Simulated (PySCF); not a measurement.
Job for PySCF: R-HF/STO-3G on N2 (SMILES N#N).

```python
from pyscf import gto, scf, dft, mp
from pyscf.data.elements import chemcore

mol = gto.M(
    atom='''
    N     0.21845922   -0.37646004   -0.16395709
    N     1.10229885    0.08335934   -0.60762064
    ''',
    basis='sto-3g',
    charge=0, spin=0, verbose=3, max_memory=1800)
mf = scf.RHF(mol)
mf.conv_tol = 1e-8
mf.max_cycle = 100
mf.kernel()
if not mf.converged:
    mf = mf.newton().run(mf.mo_coeff, mf.mo_occ)
```

It printed:

```
converged SCF energy = -107.49373945377
```

Self-consistency was reached.

Cost: roughly 0.03 core-seconds.
